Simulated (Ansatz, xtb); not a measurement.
**Redistribution: CH3F + C2H4FI → CH3I + C2H4F2**

Gas-phase species: CH3F (fluoromethane) `CF`, singlet; C2H4FI (1-fluoro-2-iodoethane) `FCCI`, singlet; CH3I `CI`, singlet; C2H4F2 (1,2-difluoroethane) `FCCF`, singlet. The partners trade F for I; both sit on C, so the bond types are kept.

Shapes, held fixed at every level: PBE0-D4/def2-TZVP. Flexible molecules stand in one conformer, not always the lowest. Programs: Ansatz 0.2.0, xtb 6.7.1. The zero-point and thermal change to 298 K, harmonic and unscaled (PBE0-D4/def2-TZVP), is -1.4 kJ/mol.

Estimate ΔH(298 K) of this reaction.

The highest level, CCSD(T)/def2-TZVPP, gives ΔH(298 K) = -6.0 kJ/mol; the levels span -14.0 to -6.0. The column of differences is taken from that level and isn't an error. No measured value is set beside it here. For atoms past krypton def2 sets carry core potentials with scalar relativity. Outer-core shells of I are correlated, in sets that cover them unevenly.

| level | kind | ΔH(298 K) (kJ/mol) | less CCSD(T)/def2-TZVPP |
| --- | --- | --- | --- |
| GFN0-xTB | semi-empirical | -7.8 | -1.8 |
| HF/def2-SVP | Hartree–Fock | -14.0 | -8.0 |
| HF/def2-TZVPP | Hartree–Fock | -13.0 | -7.0 |
| PBE-D4/def2-TZVPP | GGA | -8.4 | -2.4 |
| r2SCAN-D4/def2-TZVPP | meta-GGA | -9.9 | -3.9 |
| B3LYP-D4/def2-TZVPP | global hybrid | -8.2 | -2.2 |
| B2PLYP/def2-TZVPP | double hybrid | -8.6 | -2.6 |
| CCSD/def2-SVP | coupled cluster or CI | -8.5 | -2.5 |
| CCSD(T)/def2-TZVPP | coupled cluster or CI | -6.0 | 0.0 |
